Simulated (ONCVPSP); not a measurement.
## sulfur (S): ONCV pseudisation with PBE, scalar-relativistic reference atom.

ONCVPSP 4.0.1 was run on this input:

```
# ATOM AND REFERENCE CONFIGURATION
# atsym  z   nc   nv     iexc    psfile
  S 16.00    3    2        4      upf
#
#   n    l    f
    1    0    2.00
    2    0    2.00
    2    1    6.00
    3    0    1.75
    3    1    4.25
#
# PSEUDOPOTENTIAL AND OPTIMIZATION
# lmax
    1
#
#   l,   rc,      ep,       ncon, nbas, qcut
    0    1.40    0.00    3    6    4.60
    1    1.60    0.00    3    6    4.40
#
# LOCAL POTENTIAL
# lloc, lpopt,  rc(5),   dvloc0
    4    5    0.95    4.00
#
# VANDERBILT-KLEINMAN-BYLANDER PROJECTORs
# l, nproj, debl
    0    2    3.60
    1    3    2.50
#
# MODEL CORE CHARGE
# icmod, fcfact, rcfact
    2    0.20    0.75
#
# LOG DERIVATIVE ANALYSIS
# epsh1, epsh2, depsh
   -2.00    5.00    0.02
#
# OUTPUT GRID
# rlmax, drl
    6.00    0.01
#
# TEST CONFIGURATIONS
# ncnf
    4
# nvcnf
#   n    l    f
    2
    3    0    2.00
    3    1    4.00
#
    2
    3    0    2.00
    3    1    3.00
#
    2
    3    0    2.00
    3    1    2.00
#
    2
    3    0    1.00
    3    1    4.00
#
```

Command:

```bash
oncvpsp.x < S.dat > S.out
```

Output (shortened: citation, most of the input echo, consistency checks and plot data are left out):

```
ONCVPSP  (Optimized Norm-Conservinng Vanderbilt PSeudopotential)
scalar-relativistic version 4.0.1

#   n    l    f        energy (Ha)
    1    0    2.00    -8.8430375E+01
    2    0    2.00    -7.7936688E+00
    2    1    6.00    -5.7648808E+00
    3    0    1.75    -6.4056092E-01
    3    1    4.25    -2.6277319E-01

Reference configufation results
  iterations    24
  all-electron total energy (Ha)   -3.98951600D+02

Begin loop to  construct optimized pseudo wave functions
and semi-local pseudopoentials for all angular momenta

   Wellstate for l =  0  n =  5
     eigenvalue =   2.9594
     asymptotic potential =   3.4594
     half-point radius =  3.0090

Calculating optimized projector #   1

 for l=   0

    Fraction of norm inside rc  0.362048
    Optimizing pswf for qcut=   4.59 a_B^-1,  ecut=  10.53 Ha
    Residual kinetic energy error=  2.37D-03 Ha

    Energy error per electron        Cutoff
         Ha          eV             Ha
         0.01000     0.27211        8.16
         0.00100     0.02721       17.20
         0.00010     0.00272       43.94
         0.00001     0.00027       77.46

Calculating optimized projector #   2

 for l=   0

    Fraction of norm inside rc  0.089939
    Optimizing pswf for qcut=   4.59 a_B^-1,  ecut=  10.53 Ha
    Residual kinetic energy error=  1.18D-02 Ha

    Energy error per electron        Cutoff
         Ha          eV             Ha
         0.01000     0.27211       10.81
         0.00100     0.02721       22.70
         0.00010     0.00272       46.65
         0.00001     0.00027       77.21

   Wellstate for l =  1  n =  5
     eigenvalue =   2.2372
     asymptotic potential =   2.7372
     half-point radius =  3.6634

   Wellstate for l =  1  n =  6
     eigenvalue =   4.7372
     asymptotic potential =   5.2372
     half-point radius =  3.3749

Calculating optimized projector #   1

 for l=   1

    Fraction of norm inside rc  0.341840
    Optimizing pswf for qcut=   4.39 a_B^-1,  ecut=   9.63 Ha
    Residual kinetic energy error=  2.02D-04 Ha

    Energy error per electron        Cutoff
         Ha          eV             Ha
         0.01000     0.27211        4.05
         0.00100     0.02721        5.76
         0.00010     0.00272       19.23
         0.00001     0.00027       44.70

Calculating optimized projector #   2

 for l=   1

    Fraction of norm inside rc  0.107325
    Optimizing pswf for qcut=   4.39 a_B^-1,  ecut=   9.63 Ha
    Residual kinetic energy error=  3.71D-04 Ha

    Energy error per electron        Cutoff
         Ha          eV             Ha
         0.01000     0.27211        5.75
         0.00100     0.02721        7.31
         0.00010     0.00272       16.58
         0.00001     0.00027       44.38

Calculating optimized projector #   3

 for l=   1

    Fraction of norm inside rc  0.085287
    Optimizing pswf for qcut=   4.39 a_B^-1,  ecut=   9.63 Ha
    Residual kinetic energy error=  4.04D-03 Ha

    Energy error per electron        Cutoff
         Ha          eV             Ha
         0.01000     0.27211        9.02
         0.00100     0.02721       15.03
         0.00010     0.00272       73.68
         0.00001     0.00027      102.54

Construct Vanderbilt / Kleinmman-Bylander projectors

B matrix Hermiticity error, ll=   0
   1   2   -2.3074E-04

  Orthonormal projector coefficients  9.3692E+00  1.3083E+00

B matrix Hermiticity error, ll=   1
   1   2   -1.2199E-04
   1   3    1.9341E-04
   2   3    1.0529E-04

  Orthonormal projector coefficients  6.5471E+00  2.7038E+00  4.7341E-01

Model core correction analysis
  based on d2Exc/dn_idn_j

d2excae - all-electron derivatives

   -3.592573D-02   -2.912011D-02
   -2.912098D-02   -2.695045D-02

d2excps - pseudofunction derivatives with no core correction

   -3.793295D-02   -3.053769D-02
   -3.053931D-02   -2.782759D-02

rms 2nd derivative error    1.484877E-03

amplitude prefactor, scale prefactor
    9.2202    1.1852

d2excps - pseudofunction derivatives with core correction

   -3.647863D-02   -2.963366D-02
   -2.963521D-02   -2.729273D-02

rms 2nd derivative error    4.875988E-04

Pseudoatom total energy  -10.024972

Diagnostic tests using Vanderbilt-Kleinman-Bylander pseudopotentials
  1 or more projectors used as specified by nproj input data

   l    rcore       rmatch      e in        delta e   norm test  slope test

   0   1.4055085   1.4481828  -0.6405609   0.0000340   1.0000494   1.0011196
   0   1.4055085   1.4481828   2.9594391   0.0000092   1.0003661   1.0003661

   1   1.6032050   1.6518818  -0.2627732   0.0000168   1.0000411   1.0008676
   1   1.6032050   1.6518818   2.2372268  -0.0000035   1.0002213   1.0002213
   1   1.6032050   1.6518818   4.7372268   0.0002843   1.0001557   1.0001557

 Testing for bound ghosts
   n   l    E NL Schr. Eq   E Basis Diag.   E Cutoff

   1   0       -0.640527       -0.632422     63.22

   2   1       -0.262756       -0.249793     85.91

 Testing for highly-localized positive-energy ghosts
       l    <radius>/rc     E Basis Diag.   E Cutoff

       0        0.540204        6.630706     63.22  WARNING - GHOST(+)

Test configuration 0

   n   l     f        eae           eps        diff
   1   0  2.0000  -88.43037460
   2   0  2.0000   -7.79366883
   2   1  6.0000   -5.76488083
   3   0  1.7500   -0.64056092   -0.64052688    3.40D-05
   3   1  4.2500   -0.26277319   -0.26275634    1.68D-05

    Total energies and differences
      AE_ref= -3.98951600D+02  AE_tst= -3.98951600D+02  dif=  0.00D+00
      PS_ref= -1.00249723D+01  PS_tst= -1.00249723D+01  dif=  2.66D-14
      PSP excitation error= -2.66D-14

Test configuration 1

   n   l     f        eae           eps        diff
   1   0  2.0000  -88.41652986
   2   0  2.0000   -7.78014389
   2   1  6.0000   -5.75147815
   3   0  2.0000   -0.63416348   -0.63413439    2.91D-05
   3   1  4.0000   -0.25756665   -0.25755857    8.08D-06

    Total energies and differences
      AE_ref= -3.98951600D+02  AE_tst= -3.99045897D+02  dif= -9.43D-02
      PS_ref= -1.00249723D+01  PS_tst= -1.01192663D+01  dif= -9.43D-02
      PSP excitation error= -2.32D-06

Test configuration 2

   n   l     f        eae           eps        diff
   1   0  2.0000  -88.85691563
   2   0  2.0000   -8.21160838
   2   1  6.0000   -6.18387562
   3   0  2.0000   -1.01539259   -1.01517728    2.15D-04
   3   1  3.0000   -0.61723853   -0.61707859    1.60D-04

    Total energies and differences
      AE_ref= -3.98951600D+02  AE_tst= -3.98613400D+02  dif=  3.38D-01
      PS_ref= -1.00249723D+01  PS_tst= -9.68679881D+00  dif=  3.38D-01
      PSP excitation error=  2.71D-05

Test configuration 3

   n   l     f        eae           eps        diff
   1   0  2.0000  -89.38912480
   2   0  2.0000   -8.72563029
   2   1  6.0000   -6.69971000
   3   0  2.0000   -1.44776377   -1.44693109    8.33D-04
   3   1  2.0000   -1.02822291   -1.02745826    7.65D-04

    Total energies and differences
      AE_ref= -3.98951600D+02  AE_tst= -3.97794495D+02  dif=  1.16D+00
      PS_ref= -1.00249723D+01  PS_tst= -8.86825060D+00  dif=  1.16D+00
      PSP excitation error=  3.83D-04

Test configuration 4

   n   l     f        eae           eps        diff
   1   0  2.0000  -88.90880654
   2   0  2.0000   -8.26280743
   2   1  6.0000   -6.23447853
   3   0  1.0000   -1.03971189   -1.03947035    2.42D-04
   3   1  4.0000   -0.63832735   -0.63813347    1.94D-04

    Total energies and differences
      AE_ref= -3.98951600D+02  AE_tst= -3.98213615D+02  dif=  7.38D-01
      PS_ref= -1.00249723D+01  PS_tst= -9.28705687D+00  dif=  7.38D-01
      PSP excitation error=  7.02D-05
```

The run took about 3.1 s on one core of a shared server CPU.
